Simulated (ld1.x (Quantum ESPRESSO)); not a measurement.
**What the settings do to the TM potential of Pb (Z = 82)**

Base potential:

```
Element                 : Pb (Z = 82)
Generator               : ld1.x (Quantum ESPRESSO) 7.5
Type                    : norm-conserving Troullier–Martins (Kleinman–Bylander form)
Functional              : PBEsol
Relativity              : fully relativistic
Frozen core             : [Xe] 4f14 5d10
Valence charge          : 4
Reference configuration : 6s2 6p2
Partial waves           : 6s (bound): rc 2.00 bohr; 6p (bound): rc 2.55 bohr
Local potential         : the p channel
Core correction         : none
```

Open shells are filled in proportion to 2j + 1 (rel_dist='average').

Cutoffs, loose and tight: the cutoffs (Ry, on a coarse ladder) from which the occupation-weighted sum of valence levels, in a spherical-Bessel basis at the reference potential, stays within 10 and 1 mRy of its value at 400 Ry. They do not see the model core or the augmentation charge, which bear on the density cutoff. Test errors are all-electron minus pseudo excitation energies from the reference, over the configurations 6s2 6p1; 6s2 6p0; 6s1 6p0; 6s2 6p2.3; 6s1 6p2; 6s2 6p1.5; 6s0 6p4. A dash means not determined; rows that change the core or the reference have their own tests.

```tsv
change	outcome	cutoff, loose	cutoff, tight	bound ghosts	largest test error (meV)
base	generated, misses its reference levels by 1.08 eV	21 Ry	35 Ry	none	+284
local potential all-electron potential smoothed inside 2.00 bohr (lloc = -2)	generated	21 Ry	35 Ry	none	+73
scalar-relativistic	generated	21 Ry	35 Ry	none	+73
all radii scaled by about 0.85 (s 1.70, p 2.16 bohr)	generated, misses its reference levels by 1.10 eV	30 Ry	80 Ry	none	+400
```

Task: What comes out with this change to the base: reference 6s2 6p0?

Result: outcome: generated; cutoff, loose: 25 Ry; cutoff, tight: 35 Ry; bound ghosts: none; largest test error (meV): +114.

Task: What comes out with this change to the base: wave 6s (bound): rc 2.00 bohr becomes 6s (bound): rc 3.06 bohr?

Result: outcome: generated, misses its reference levels by 1.08 eV; cutoff, loose: 10 Ry; cutoff, tight: 18 Ry; bound ghosts: none; largest test error (meV): -228.

Task: What comes out with this change to the base: type RRKJ; rho0 0.01?

Result: outcome: generated, misses its reference levels by 1.08 eV; cutoff, loose: 35 Ry; cutoff, tight: 40 Ry; bound ghosts: none; largest test error (meV): +285.
